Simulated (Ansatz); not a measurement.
Geometry optimisation, RKS PBE-D4/def2-SVP (Ansatz 0.2.0).

The input (input.yaml):

```yaml
crystal:
  periodic: [false, false, false]
  atoms:
    - { symbol: "N", position_ang: [-1.1203, 0.9016, -0.0305] }
    - { symbol: C, position_ang: [-0.368, -0.1802, -0.5082] }
    - { symbol: Te, position_ang: [0.8746, 0.4563, -2.132] }
    - { symbol: Si, position_ang: [0.7806, -0.8093, 0.8842] }
    - { symbol: F, position_ang: [-0.2713, -1.3732, 2.1293] }
    - { symbol: H, position_ang: [-1.8613, 0.6022, 0.653] }
    - { symbol: H, position_ang: [-1.7016, 1.2974, -0.8497] }
    - { symbol: H, position_ang: [-0.9839, -0.9802, -0.8753] }
    - { symbol: H, position_ang: [1.6137, 1.6984, -1.0678] }
    - { symbol: H, position_ang: [1.5363, -1.9304, 0.42] }
    - { symbol: H, position_ang: [1.5665, 0.2604, 1.3975] }
basis:
  gaussian: { orbitals: def2-SVP }
hamiltonian:
  xc: pbe
  dispersion: d4
relax:
  f_tol: 0.015
  max_steps: 40
```

Launched with:

```bash
$ ansatz run input.yaml --threads 2 --pin off --max-ram 3072MiB --backend cpu --events-out ev --progress --plain --runs-dir out
```

Problem. Where does it end, and by what steps?

Solution. The forces met the threshold. After 28 steps the energy has fallen by 0.725 eV; H6 moved furthest, 1.12 Å.

| step | energy less start (eV) | largest force component (eV/Å) | accepted |
| --- | --- | --- | --- |
| 0 | 0.0000 | 2.802 | yes |
| 1 | -0.3242 | 1.700 | yes |
| 2 | -0.4997 | 0.527 | yes |
| 3 | -0.5204 | 0.292 | yes |
| 4 | -0.5398 | 0.227 | yes |
| 5 | -0.5432 | 0.174 | yes |
| 6 | -0.5453 | 0.156 | yes |
| 7 | -0.5484 | 0.150 | yes |
| 8 | -0.5496 | 0.366 | yes |
| 9 | -0.5490 | 0.229 | no |
| 10 | -0.5534 | 0.080 | yes |
| 11 | -0.5525 | 0.305 | no |
| 12 | -0.5546 | 0.043 | yes |
| 13 | -0.5557 | 0.109 | yes |
| 14 | -0.5562 | 0.436 | yes |
| 15 | -0.5579 | 0.293 | yes |
| 16 | -0.5678 | 0.600 | yes |
| 17 | -0.5946 | 1.191 | yes |
| 18 | -0.5672 | 1.930 | no |
| 19 | -0.6588 | 0.609 | yes |
| 20 | -0.6963 | 0.330 | yes |
| 21 | -0.7155 | 0.484 | yes |
| 22 | -0.7178 | 0.216 | yes |
| 23 | -0.7215 | 0.135 | yes |
| 24 | -0.7234 | 0.093 | yes |
| 25 | -0.7251 | 0.044 | yes |
| 26 | -0.7251 | 0.028 | yes |
| 27 | -0.7252 | 0.021 | yes |
| 28 | -0.7253 | 0.007 | yes |

```xyz
11
Properties=species:S:1:pos:R:3
N -1.477 0.668 -0.058
C -0.488 -0.247 -0.434
Te 1.160 0.503 -1.956
Si 0.688 -0.902 0.888
F -0.160 -1.522 2.159
H -1.146 1.454 0.511
H -2.070 1.013 -0.819
H -0.907 -1.072 -1.045
H 1.462 1.826 -0.962
H 1.504 -2.011 0.304
H 1.499 0.234 1.435
```

Run time: 63 s on 2 threads of Intel(R) Xeon(R) Platinum 8488C (Sapphire Rapids) (shared host), peak memory 0.2 GiB.
